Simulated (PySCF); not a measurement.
SMILES c1ccccc1C(=O)OC, GFN2-xTB optimised geometry.

```
18

C     -2.44    -2.56     0.00
O     -1.71    -1.35     0.00
C     -0.37    -1.47     0.00
O      0.18    -2.55     0.00
C      0.33    -0.17     0.00
C     -0.36     1.04     0.00
C      0.34     2.23     0.00
C      1.72     2.23     0.00
C      2.41     1.03     0.00
C      1.72    -0.17     0.00
H     -3.49    -2.28     0.04
H     -2.17    -3.17     0.86
H     -2.24    -3.13    -0.91
H     -1.44     1.03     0.00
H     -0.20     3.17     0.00
H      2.26     3.16     0.00
H      3.49     1.03     0.00
H      2.24    -1.12     0.00
```

Density from B3LYP/def2-SVP (PySCF) at that geometry.

Minimum of the electron density along straight lines between bonded atoms, close to the bond critical point (lines longer than 1.1 times the sum of covalent radii, or with two minima, are not listed):

| bond | length / Å | ρ at the minimum / e bohr⁻³ | ∇²ρ there / e bohr⁻⁵ | position (fraction from the first atom) |
|---|---|---|---|---|
| C1–O2 | 1.419 | ___ | ___ | 0.34 |
| O2–C3 | 1.343 | 0.303 | -0.40 | 0.66 |
| C3–O4 | 1.207 | 0.417 | 0.29 | 0.33 |
| C3–C5 | 1.482 | 0.272 | ___ | 0.52 |
| C5–C6 | 1.392 | 0.310 | -0.79 | 0.50 |
| C6–C7 | 1.382 | 0.316 | -0.82 | 0.50 |
| C7–C8 | 1.386 | 0.314 | -0.81 | 0.50 |
| C8–C9 | 1.386 | 0.314 | -0.82 | 0.50 |
| C5–C10 | 1.393 | 0.310 | -0.79 | 0.50 |
| C9–C10 | 1.382 | 0.316 | -0.82 | 0.50 |
| C1–H11 | 1.087 | 0.286 | -1.12 | 0.64 |
| C1–H12 | 1.092 | 0.283 | -1.10 | 0.64 |
| C1–H13 | 1.092 | 0.283 | -1.10 | 0.64 |
| C6–H14 | 1.079 | 0.287 | -1.12 | 0.64 |
| C7–H15 | 1.080 | 0.284 | -1.08 | 0.63 |
| C8–H16 | 1.080 | 0.285 | -1.09 | 0.63 |
| C9–H17 | 1.080 | 0.285 | -1.09 | 0.63 |
| C10–H18 | 1.080 | 0.287 | -1.12 | 0.64 |

Question: Fill in the missing entries.

Answer: 
- C1–O2, ρ at the minimum / e bohr⁻³: 0.246
- C1–O2, ∇²ρ there / e bohr⁻⁵: -0.30
- C3–C5, ∇²ρ there / e bohr⁻⁵: -0.68
